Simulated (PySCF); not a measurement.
Correlation energy of In (indium, neutral)

[Kr] 4d10 5s2 5p1, 2P determinant. All numbers are calculated (PySCF 2.14, a scalar-relativistic core potential, in cc-pVTZ-PP with ECP28MDF). Frozen: 4s2 4p6 4d10; 3 electrons correlated.

MP2 pair energies summed by pair of shells (mhartree):

```json
{"pair": "5s-5s", "energy": "-17.59", "share (%)": "58.8"}
{"pair": "5s-5p", "energy": "-12.31", "share (%)": "41.2"}
```

Total MP2 correlation energy: -29.91 mhartree.

Same-spin part -2.22 and opposite-spin part -27.68 mhartree; SCS-MP2 scales them by 1/3 and 6/5 to -33.96 mhartree.

```tsv
level	correlation energy (mhartree)
CCSD	-41.45
(T)	-0.75
CCSD(T)	-42.20
```

Diagnostics: T1 = 0.013, D1 = 0.0311, largest double amplitude 0.082.

Cost of the coupled-cluster step: 0.45 s of wall time on 1 thread of Neoverse-N1 (shared host), for 3 correlated electrons.
